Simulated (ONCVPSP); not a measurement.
**scandium, ONCV: configuration errors across variants**

ONCVPSP 4.0.1 input, shortened (lines: element, Z, core and valence counts, functional; n l f; lmax; l rc ep ncon nbas qcut; lloc lpopt rc5 dvloc0; l nproj debl; icmod fcfact rcfact), LDA (Perdew-Zunger), scalar-relativistic:

```
  Sc 21.00    5    2        3      upf
    1    0    2.00
    2    0    2.00
    2    1    6.00
    3    0    2.00
    3    1    6.00
    3    2    1.00
    4    0    2.00
    3
    0    2.90    0.00    3    6    2.00
    1    2.65    0.47    5   10    3.60
    2    2.50    0.00    4    9    7.40
    3    2.90    0.15    4    7    4.00
    2    5    2.50    0.00
    0    2    3.10
    1    1    2.60
    2    0    3.70
    3    2    0.70
    1    0.70    0.00
```

All-electron excitation energies from the reference (eV): (1) 3d1 4s1 7.067; (2) 3d1 4s0 20.028; (3) 3d1 4s1.5 2.825.

A true bound ghost makes a file unfit for plane-wave use even where its test errors are small: the radial tests pick states by their node count and pass the ghost by.

Errors AE − PS in meV (a dash: test not solved or not reliable):

```
     change   (1)  (2)   (3)  bound ghosts  GHOST(+) flags above zero
       base  -2.1  -44  -0.1             f                       s, p
f: qcut 2.5  -2.1  -44  -0.1          none                    s, p, f
f: qcut 3.3  -2.1  -44  -0.1          none                    s, p, f
f: qcut 5.3  -2.1  -44  -0.1          none                    s, p, f
f: qcut 6.1  -2.1  -44  -0.1          none                       s, p
```

Question: Give the same row for: f: qcut 4.4.

Answer: -2.1, -44, -0.1; bound ghosts: f; GHOST(+) flags above zero: s, p.
